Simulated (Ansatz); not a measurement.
C$_{2}$H$_{5}$ClF$_{2}$Si (`C[SiH2]C(F)(F)Cl`), one more setting.

```yaml
crystal:
  periodic: [false, false, false]
  atoms:
    - {symbol: C, position_ang: [0.341506, -1.428026, -0.568712]}
    - {symbol: Si, position_ang: [0.626021, 0.034256, 0.416591]}
    - {symbol: C, position_ang: [-0.790892, 1.196996, 0.158506]}
    - {symbol: F, position_ang: [-1.920445, 0.662574, 0.502785]}
    - {symbol: F, position_ang: [-0.912244, 1.538426, -1.085973]}
    - {symbol: Cl, position_ang: [-0.581451, 2.624446, 1.078340]}
    - {symbol: H, position_ang: [-0.549771, -1.899909, -0.282661]}
    - {symbol: H, position_ang: [0.275163, -1.182480, -1.585660]}
    - {symbol: H, position_ang: [1.127761, -2.111510, -0.447258]}
    - {symbol: H, position_ang: [1.791479, 0.748474, 0.020825]}
    - {symbol: H, position_ang: [0.655564, -0.238157, 1.812995]}
basis:
  gaussian: {orbitals: "6-31G*"}
hamiltonian: {xc: {name: PBE0}, dispersion: d4}
output: {forces: true}
```

```sh
$ ansatz run in.yaml --threads 4 --pin off --events-out ev --progress --plain --max-ram 10444MiB
```

Output, abridged:

```
Functional definition: PBE0
1030 factors; integrals over basis functions are off by at most 8.9e-4 eV
mean field evaluation 1: about -27968.3022 eV, gradient 4.6e1 eV
mean field evaluation 2: about -27967.3961 eV, gradient 4.9e1 eV
mean field evaluation 4: about -27972.4759 eV, gradient 2.0e0 eV
mean field evaluation 8: about -27972.7637 eV, gradient 2.3e-1 eV
mean field evaluation 16: about -27972.7639 eV, gradient 2.4e-5 eV
mean field -27972.76388088 eV, -1027.9801120020 hartree, gradient 2.4e-5 eV, S^2 0.000000; 0 other end points of the search recorded, 0 dependent functions left out
reference -27972.76390238 eV, -1027.9801127923 hartree; 33, 33 occupied and 75, 75 virtual orbitals, 1030 factors
Total energy: -27972.98888019 eV, -1027.9883805741 hartree
Atom 0 at     0.341506    -1.428026    -0.568712 Å, force     0.069546    -0.007755     0.039708 eV/Å
Atom 1 at     0.626021     0.034256     0.416591 Å, force     0.324556     0.203676     0.317883 eV/Å
Atom 2 at    -0.790892     1.196996     0.158506 Å, force     1.280655    -0.240488     0.680152 eV/Å
Atom 3 at    -1.920445     0.662574     0.502785 Å, force    -2.834475    -1.550547     0.993304 eV/Å
Atom 4 at    -0.912244     1.538426    -1.085973 Å, force    -0.122611     0.805425    -3.280448 eV/Å
Atom 5 at    -0.581451     2.624446     1.078340 Å, force     0.369253     2.140160     1.414020 eV/Å
Atom 6 at    -0.549771    -1.899909    -0.282661 Å, force    -1.538437    -0.860902     0.458001 eV/Å
Atom 7 at     0.275163    -1.182480    -1.585660 Å, force    -0.121969     0.370884    -1.779093 eV/Å
Atom 8 at     1.127761    -2.111510    -0.447258 Å, force     1.316825    -1.234341     0.154074 eV/Å
Atom 9 at     1.791479     0.748474     0.020825 Å, force     1.178964     0.665213    -0.367494 eV/Å
Atom 10 at     0.655564    -0.238157     1.812995 Å, force     0.077693    -0.291326     1.369894 eV/Å
Dipole moment:     0.214429    -0.422324    -0.096582 e Å
```

Hardware: 4 threads of an AMD EPYC 7B13 on a shared host. Wall time 1.8 s, peak host memory 0.24 GiB.
